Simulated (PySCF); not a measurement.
## Frontier levels across methods

Species: C2H5FSSi2.
Cartesian coordinates in Å at the PBE0-D3(BJ)/def2-SVP level; atoms count from 1:
```
atom  x, y, z in Å
C1    -1.900    1.463   -0.076
C2    -1.517    0.308   -0.072
Si3   -0.882   -1.401   -0.091
F4    -0.946   -1.950    1.433
S5     1.108   -1.433   -0.827
Si6    1.876    0.405    0.019
H7    -2.243    2.483   -0.081
H8    -1.702   -2.302   -0.929
H9     1.446    0.552    1.438
H10    3.357    0.267   -0.063
H11    1.433    1.584   -0.777
```

Basis pcSseg-1 throughout (PySCF), one geometry. Isolated species at its PBE0-D3(BJ)/def2-SVP geometry (one conformer only).

Problem. How do the orbital energies, the gap and the dipole change with the method?

Solution. 
| method | kind | HOMO (eV) | LUMO (eV) | gap (eV) | μ (D) | SCF cycles |
| --- | --- | --- | --- | --- | --- | --- |
| BLYP | GGA | -6.48 | -1.59 | 4.89 | 2.39 | 15 |
| B97-D | GGA | -6.64 | -1.65 | 4.99 | 2.47 | 16 |
| PBE | GGA | -6.69 | -1.79 | 4.89 | 2.45 | 15 |
| OPBE | GGA | -6.71 | -1.67 | 5.03 | 2.50 | 16 |
| KT3 | GGA | -6.75 | -1.73 | 5.02 | 2.44 | 16 |
| KT2 | GGA | -6.76 | -1.85 | 4.91 | 2.48 | 16 |
| BP86 | GGA | -6.79 | -1.88 | 4.91 | 2.47 | 15 |
| LDA | LDA | -6.80 | -2.05 | 4.75 | 2.52 | 15 |
| B3LYP | global hybrid | -7.61 | -1.05 | 6.56 | 2.56 | 14 |
| B97-2 | global hybrid | -7.65 | -0.91 | 6.74 | 2.63 | 14 |
| PBE0 | global hybrid | -7.89 | -0.90 | 6.99 | 2.65 | 14 |
| mPW1PW91 | global hybrid | -7.92 | -0.90 | 7.01 | 2.66 | 13 |
| BHandHLYP | global hybrid | -8.92 | 0.16 | 9.08 | 2.75 | 12 |
| CAM-B3LYP | range-separated hybrid | -9.14 | 0.26 | 9.40 | 2.64 | 12 |
| wB97X-D | range-separated hybrid | -9.73 | 0.87 | 10.60 | 2.75 | 13 |
| LC-wPBE | range-separated hybrid | -10.56 | 1.34 | 11.90 | 2.76 | 14 |
| HF | Hartree–Fock | -10.62 | 2.66 | 13.28 | 2.99 | 12 |

The HOMO spans 4.14 eV, from BLYP down to HF, and the gap runs from 4.75 eV (LDA) to 13.28 eV (HF). Over the methods BLYP (0 %), B97-D (0 %), PBE (0 %), OPBE (0 %), KT3 (0 %), KT2 (0 %), BP86 (0 %), LDA (0 %), B3LYP (20 %), B97-2 (21 %), PBE0 (25 %), mPW1PW91 (25 %), BHandHLYP (50 %), HF (100 %), a straight line through the gap against the share of exact exchange rises by 0.84 eV for each 10 % (correlation coefficient 1.000). The dipole ranges from 2.39 D (BLYP) to 2.99 D (HF). This basis has no diffuse functions.
